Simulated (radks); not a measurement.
Fractional charge and spin in the 5s shell of terbium: the spin-up occupation runs from 0 to 1 and the spin-down occupation from 0 to 1; the fullest corner is Tb3+, [Kr] 4d10 4f(up 4, down 4) 5p6 5s(up 1, down 1). Method: scalar-relativistic Kohn-Sham, PBE, spin-polarised, spherical densities, finite nucleus; Fermi nuclear charge, rms radius of each element as measured or else 0.836 A^(1/3) + 0.57 fm; computed with a radial shooting solver on a logarithmic mesh with Libxc functionals. Energy (eV) minus the two flat planes that join the four corners (they meet along the diagonal where the two added fractions sum to one electron); zero is where a piecewise linear energy would lie.

\begin{tabular}{lrrrrr}
down \ up & 0 & 0.25 & 0.5 & 0.75 & 1 \\ \hline
0 & 0.000 & -1.464 & -1.947 & -1.457 & 0.000 \\
0.25 & -1.464 & -1.881 & -1.326 & 0.193 & -1.403 \\
0.5 & -1.947 & -1.326 & 0.257 & -1.277 & -1.865 \\
0.75 & -1.457 & 0.193 & -1.277 & -1.803 & -1.395 \\
1 & 0.000 & -1.403 & -1.865 & -1.395 & 0.000 \\
\end{tabular}

Corners above the fullest one (they belong to Tb4+ and the next ion): (up 1, down 0) 83.848 eV, (up 0, down 1) 83.848 eV, (up 0, down 0) 183.98 eV. With half an added electron in each spin the energy lies 0.257 eV from the planes, and with half an added electron in spin up alone -1.947 eV. The planes are only a guide here: the flat-plane condition holds for ground states with one frontier orbital, while this shell lies below other occupied shells, so the corners above the fullest one are inner-hole states and not the ground states of those ions.
